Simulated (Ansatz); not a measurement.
C₂H₆OSi (`C=C(O)[SiH3]`), relaxed with RKS PBE0-D4/def2-TZVP in Ansatz from a PBE-D4/def2-SVP geometry. The force threshold is 0.005 eV/Å; the program also tests the step.

The species carries charge 0 and has multiplicity 1.

Start:

```xyz
10

C    -0.901    0.472    1.290
C    -0.554   -0.129    0.130
O    -1.459   -0.941   -0.513
Si    1.186    0.053   -0.599
H    -1.910    0.338    1.715
H    -0.182    1.100    1.834
H    -1.121   -1.171   -1.398
H     1.930   -1.256   -0.533
H     1.949    1.118    0.132
H     1.063    0.416   -2.059
```

(1) By how much does the energy fall, and how many steps does the optimiser take? (Estimate.)

(2) Which bonds change most? (Estimate.)

(3) Give the relaxed structure. (An estimate is asked.)

Answers

(1) Ansatz gave: 4.58 kJ/mol, in 17 steps, 1 of them rejected.

(2) The calculation gave: C1–C2 from 1.353 to 1.332 Å; Si4–H10 from 1.510 to 1.489 Å; C2–Si4 from 1.895 to 1.875 Å; Si4–H9 from 1.501 to 1.482 Å.

(3) Ansatz gave: 
```xyz
10

C    -0.898    0.500    1.244
C    -0.543   -0.136    0.129
O    -1.451   -0.950   -0.490
Si    1.173    0.067   -0.599
H    -1.890    0.386    1.668
H    -0.196    1.149    1.750
H    -1.071   -1.344   -1.277
H     1.843   -1.260   -0.685
H     1.962    0.991    0.249
H     1.071    0.596   -1.988
```
